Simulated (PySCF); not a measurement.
**Al (aluminium, neutral) across methods**

[Ne] 3s2 3d1, 2D determinant (an excited configuration). Calculation: PySCF 2.14, in dyall-av3z (19s12p3d2f, 84 functions); scalar relativity by spin-free X2C-1e.

```csv
method,E (hartree),mean ε 3s α (eV),mean ε 3s β (eV),mean ε 3d α (eV),Σ⟨r²⟩ (bohr²),⟨S²⟩
r2SCAN,-242.6188,-10.323,-10.257,-0.496,60.36,0.750
UHF,-242.15631,-13.298,-13.225,-1.224,64.27,0.750
LDA,-241.6049,-10.329,-10.190,-0.439,60.19,0.750
PBE,-242.5292,-10.218,-10.089,-0.582,60.70,0.750
TPSSh,-242.6635,-10.671,-10.551,-0.623,61.34,0.750
BHandHLYP,-242.6590,-12.034,-11.987,-0.874,62.09,0.750
wB97M-V,-242.6359,-13.180,-13.056,-1.143,58.75,0.750
TPSS,-242.6723,-10.289,-10.164,-0.531,61.13,0.750
```

Q: Estimate the same row for PBE0.

A: E (hartree) = -242.5420; mean ε 3s α (eV) = -11.183; mean ε 3s β (eV) = -11.076; mean ε 3d α (eV) = -0.825; Σ⟨r²⟩ (bohr²) = 61.25; ⟨S²⟩ = 0.750.

The outer electron is Rydberg-like, and this basis confines it to a smaller radius and binds it less than a complete one would.
